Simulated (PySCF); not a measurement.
**The third ionisation energy along group 14**

All values are computed (PySCF 2.14, energy differences of UHF-based or UKS calculations, no spin-orbit coupling). Values in eV. The last column holds reference values (NIST; (s) semi-empirical, (t) theoretical, else measured). Unmarked ones compare directly (S terms, centres of terms, or small fine structure); those marked * lie between the lowest fine-structure levels and include a spin-orbit shift.

```csv
element,configurations,UHF,MP2 (valence),SCS-MP2 (valence),CCSD(T) (valence),CCSDT (valence),FCI (valence),reference
"C (aug-cc-pCVTZ-DK with one added diffuse shell each of s, p, d, f type, spin-free X2C)",[He] 2s2 → [He] 2s1,45.800,47.003,47.244,47.804,47.804,47.804,47.888
"Si (aug-cc-pCVTZ-DK with one added diffuse shell each of s, p, d, f type, spin-free X2C)",[Ne] 3s2 → [Ne] 3s1,32.021,32.894,33.069,33.240,33.240,33.240,33.493
"Sn (aug-cc-pwCVTZ-DK3 with one added diffuse shell each of s, p, d, f type, spin-free X2C)",[Kr] 4d10 5s2 → [Kr] 4d10 5s1,28.520,29.215,29.355,29.460,29.460,29.460,30.506
"Pb (aug-cc-pwCVTZ-DK3 with one added diffuse shell each of s, d, f type, spin-free X2C)",[Xe] 4f14 5d10 6s2 → [Xe] 4f14 5d10 6s1,29.771,30.359,30.476,30.535,30.535,30.535,31.937
```

Question: Which of these methods has the smallest mean absolute error against the measured values here?

Answer: CCSD(T) (valence), with 0.696 eV.

| method | elements | mean error (eV) | mean absolute error (eV) | largest error (eV) |
| --- | --- | --- | --- | --- |
| UHF | 4 | -1.928 | 1.928 | -2.167 |
| MP2 (valence) | 4 | -1.088 | 1.088 | -1.579 |
| SCS-MP2 (valence) | 4 | -0.920 | 0.920 | -1.461 |
| CCSD(T) (valence) | 4 | -0.696 | 0.696 | -1.402 |
| CCSDT (valence) | 4 | -0.696 | 0.696 | -1.402 |
| FCI (valence) | 4 | -0.696 | 0.696 | -1.402 |

Errors include the incompleteness of the basis and the frozen core.

"Valence" correlates the outer s and p shells and, in groups 3 to 12 and the f block, the outer d or f shell, open or full, or the next shell where the ion has no valence electron left; the wider scheme adds the next inner shell.
